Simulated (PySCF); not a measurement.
A PySCF script (with the pyscf-properties extension) for the NMR shieldings of SMILES CS[Si@H](OC=O)C1CC1, C$_{5}$H$_{10}$O$_{2}$SSi, on a GFN2-xTB geometry:

```python
import basis_set_exchange as bse
import numpy as np
from pyscf import gto, dft
from pyscf.prop import nmr

atoms = """
C     2.929236   -0.368606    0.611708
S     2.131231    1.213950    1.038379
Si    0.288325    0.923150    0.010862
O    -0.493976    2.325537    0.460065
C    -1.644163    2.668017   -0.060963
O    -2.227654    2.061859   -0.907349
C    -0.635490   -0.590650    0.638596
C    -1.791309   -1.163261   -0.141520
C    -0.511926   -1.920725   -0.059902
H     3.071868   -0.423413   -0.461950
H     2.313797   -1.192116    0.955641
H     3.889811   -0.383115    1.114259
H     0.488889    0.911282   -1.433756
H    -2.012911    3.607234    0.384993
H    -0.736049   -0.651749    1.719568
H    -2.054715   -0.690597   -1.074404
H    -2.642297   -1.526001    0.415068
H     0.104709   -1.980836   -0.944032
H    -0.477180   -2.810710    0.551305
"""
names = dict.fromkeys(["C", "S", "Si", "O", "H"], "pcSseg-1")
basis = {el: gto.basis.parse(bse.get_basis(n, elements=[el], fmt="nwchem")) for el, n in names.items()}
mol = gto.M(atom=atoms, basis=basis, charge=0, verbose=0)
mf = dft.RKS(mol, xc="PBE0")
mf.grids.level = 2
mf.grids.alignment = dft.numint.BLKSIZE   # the property module wants whole blocks of grid points
mf.conv_tol = 1e-9
mf.kernel()

calc = nmr.RKS(mf)   # GIAO
C = mf.mo_coeff
Co = C[:, mf.mo_occ > 0]
resp = mf.gen_response(singlet=True, hermi=2)
def vind(x):   # induced exchange potential for any number of trial vectors
    d = np.einsum("pi,xij,qj->xpq", C, 2 * x.reshape(-1, C.shape[1], Co.shape[1]), Co, optimize=True)
    return np.einsum("xpq,pi,qj->xij", resp(d - d.transpose(0, 2, 1)), C, Co, optimize=True).ravel()
mo1, _ = nmr.rhf.solve_mo1(calc, with_cphf=vind)
sigma = calc.kernel(mo1)
for i, s in enumerate(sigma):   # ppm
    print("%2d %-2s %9.2f" % (i, mol.atom_pure_symbol(i), np.trace(s) / 3))
```

Task: What are the results?

Result: 
```
 0 C     176.41
 1 S     684.34
 2 Si    332.93
 3 O     120.10
 4 C      21.68
 5 O    -127.51
 6 C     185.66
 7 C     183.30
 8 C     184.21
 9 H      29.79
10 H      29.59
11 H      29.66
12 H      26.43
13 H      23.65
14 H      31.82
15 H      30.83
16 H      31.01
17 H      31.46
18 H      31.08
```

These numbers come from an equivalent density-fitted implementation of the same equations, which agrees with the script to about 0.01 ppm for H and up to a few tenths of a ppm for heavy atoms, so last digits may differ.

Task: Turn these shieldings into chemical shifts. δ = σ(ref) − σ, references computed at the same level: $^{13}$C (186.93 ppm), $^{29}$Si (349.16 ppm), $^{1}$H (31.72 ppm) vs TMS; $^{33}$S (503.73 ppm) against CS2; $^{17}$O (336.08 ppm) vs H2O.

Result: Averaging equivalent atoms: C 4: 165.2; C 0: 10.5; C 7: 3.6; C 8: 2.7; C 6: 1.3; S 1: -181; Si 2: 16.2; O 5: 463.6; O 3: 216.0; H 13: 8.07; H 12: 5.28; H 9/10/11: 2.04; H 15: 0.88; H 16: 0.70; H 18: 0.64; H 17: 0.26; H 14: -0.10 ppm. Unscaled 17O shifts of doubly bonded oxygen tend to come out too high, by tens of ppm or more. Experimental scales use liquid or dissolved standards, which lie at an offset from isolated H2O (liquid H2O: subtract about 36 ppm).

Size and cost of the density-fitted run: 217 basis functions, 100 s wall time on 1 thread of an Arm Neoverse N1, shared host; peak memory 0.93 GiB.
